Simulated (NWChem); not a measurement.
System: InSiH$_{5}$O; SMILES [SiH3][O][InH2]

The following NWChem deck was run.

```
start job
memory heap 200 mb stack 900 mb global 1100 mb
geometry units angstroms noautoz
  In    -0.015400    -1.025776    -0.092146
  H     -1.261374    -2.077155     0.429919
  H      1.521089    -1.195016    -0.839887
  O     -0.506834     0.886958     0.278587
  Si     0.087929     2.409068     0.102533
  H      0.228386     3.085685     1.431646
  H     -0.822573     3.244396    -0.744365
  H      1.442196     2.415510    -0.551067
end
basis spherical
  * library def2-svp
end
ecp
  In library def2-ecp
end
dft
  xc revpbe cpbe96
  iterations 150
  mulliken
end
task dft energy
```

The geometry was optimised at PBE0/def2-SVP. def2 effective core potentials on In; no spin-orbit coupling.

**Question.** Give the results of this calculation. (revPBE/def2-SVP with def2 effective core potentials on In.) Quantities: energy (Ha); highest occupied level (eV); orbital gap (eV); dipole (D).

**Answer.** 
- energy (Ha): -557.68
- highest occupied level (eV): -6.43
- orbital gap (eV): 4.08
- dipole (D): 2.49
